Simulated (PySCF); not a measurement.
# Dipole polarisabilities along the third row

Calculated with PySCF 2.14 for the ground configurations, without spin-orbit coupling: coupled response for Hartree-Fock and DFT. Mean α in bohr³, C₆ of like pairs in atomic units.

| species | α UHF | α PBE | α PBE0 | α recommended (Schwerdtfeger and Nagle) | C₆ UHF | C₆ PBE | C₆ PBE0 |
| --- | --- | --- | --- | --- | --- | --- | --- |
| Mg [Ne] 3s2 (aug-cc-pVQZ with one added diffuse shell each of s, p, d, f, g type, non-relativistic) | 81.38 | 73.91 | 74.87 | 71.2 ± 0.4 | 762.8 | 656.9 | 672.0 |
| Al [Ne] 3s2 3p1 (aug-cc-pV(Q+d)Z with one added diffuse shell each of s, p, d, f, g type, non-relativistic) | 61.28 | 65.83 | 62.46 | 57.8 ± 1 | 554.6 | 583.5 | 554.2 |
| Si [Ne] 3s2 3p2 (aug-cc-pV(Q+d)Z with one added diffuse shell each of s, p, d, f, g type, non-relativistic) | 38.47 | 41.87 | 39.88 | 37.3 ± 0.7 | 316.0 | 343.4 | 325.7 |
| P [Ne] 3s2 3p3 (aug-cc-pV(Q+d)Z with one added diffuse shell each of s, p, d, f, g type, non-relativistic) | 25.45 | 27.75 | 26.53 | 25 ± 1 | 188.0 | 206.6 | 196.2 |
| S [Ne] 3s2 3p4 (aug-cc-pV(Q+d)Z with one added diffuse shell each of s, p, d, f, g type, non-relativistic) | 19.16 | 21.14 | 20.16 | 19.4 ± 0.1 | 130.2 | 145.6 | 137.8 |
| Cl [Ne] 3s2 3p5 (aug-cc-pV(Q+d)Z with one added diffuse shell each of s, p, d, f, g type, non-relativistic) | 14.24 | 15.77 | 15.06 | 14.6 ± 0.1 | 89.08 | 100.2 | 95.00 |
| Ar [Ar] (aug-cc-pV(Q+d)Z with one added diffuse shell each of s, p, d, f, g type, non-relativistic) | 10.76 | 11.93 | 11.42 | 11.083 ± 0.007 | 62.02 | 69.94 | 66.44 |

Hartree-Fock lacks correlation. PBE lies above the recommended values here, as self-interaction makes its density too diffuse. All values carry a basis error.
